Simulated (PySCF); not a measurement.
## A single-point calculation

[Gd(H2O)4]3+ (singlet in the valence; each metal's 4f electrons, 7 of them, lie in its core potential, out of spins and levels). PySCF 2.14.0, RKS TPSSh, Gd lcecp-1-SVP with ECP53, O def2-SVP, H def2-SVP; non-relativistic Hamiltonian with scalar-relativistic core potentials where named; density fitting; no spin-orbit coupling. Purpose: level TPSSh.

```python
mol = gto.M(atom='''
Gd     0.00010     0.00000     0.00000
O      1.37616     1.27595     1.34131
H      1.30850     1.43677     2.30991
H      2.17769     1.78495     1.08346
O     -1.37578    -1.34136     1.27610
H     -2.17795    -1.08337     1.78461
H     -1.30867    -2.30980     1.43648
O      1.37616    -1.27595    -1.34131
H      2.17769    -1.78495    -1.08346
H      1.30850    -1.43677    -2.30991
O     -1.37578     1.34136    -1.27610
H     -1.30867     2.30980    -1.43648
H     -2.17795     1.08337    -1.78461''',
    basis={'Gd': 'lcecp-1-SVP', 'O': 'def2-SVP', 'H': 'def2-SVP'},
    ecp={'Gd': 'lcecp-1-SVP'},
    charge=3, spin=0)
mf = dft.RKS(mol, xc='TPSSH')
mf.grids.atom_grid = (75, 302)  # f atoms: unpruned, at least (60, 302)
mf = mf.density_fit()  # fitting sets: Gd AutoAux, O def2-universal-JKFIT, H def2-universal-JKFIT
mf.conv_tol = 1e-08; mf.max_cycle = 55
mf.kernel(dm0)  # dm0: converged density of the relaxed state
mf.nuc_grad_method().kernel()
```

Run from Python with OMP_NUM_THREADS=2; the lines above give its settings. Where DIIS fails, smearing, a level shift and second-order steps follow.
It took 23 s on 2 threads of Intel(R) Xeon(R) Platinum 8488C (Sapphire Rapids) (shared host), from an already converged density.

Task: Where do the frontier levels lie, over both spins?

Result: HOMO -23.22 eV, LUMO -15.57 eV. The 4f levels lie in the core potential and are missing.

Task: What are the Mulliken charges and spins?

Result: 
```tsv
atom	charge (e)	spin (e)
Gd1	1.741	0.000
O2	-0.322	0.000
H3	0.319	0.000
H4	0.318	0.000
O5	-0.323	0.000
H6	0.319	0.000
H7	0.319	0.000
O8	-0.322	0.000
H9	0.318	0.000
H10	0.319	0.000
O11	-0.323	0.000
H12	0.319	0.000
H13	0.319	0.000
```
The spin of the 4f electrons in the core isn't counted.

Task: What forces act on the atoms (eV/Å)?

Result: 
```
Gd   0.00  0.00  0.00
O   -0.13 -0.11 -0.11
H   -0.03  0.03  0.23
H    0.20  0.12 -0.08
O    0.12  0.13 -0.11
H   -0.19  0.08  0.11
H    0.03 -0.25  0.03
O   -0.13  0.11  0.11
H    0.20 -0.12  0.08
H   -0.03 -0.03 -0.23
O    0.12 -0.13  0.11
H    0.03  0.25 -0.03
H   -0.19 -0.08 -0.11
```
Forces carry noise of the integration grid, about 0.01 to 0.03 eV/Å.

The geometry was relaxed with PBE0 (Gd lcecp-1-SVP with ECP53, O def2-SVP, H def2-SVP).

An lcecp potential fixes the number of 4f electrons, so in runs with it no electron can move into or out of that shell.
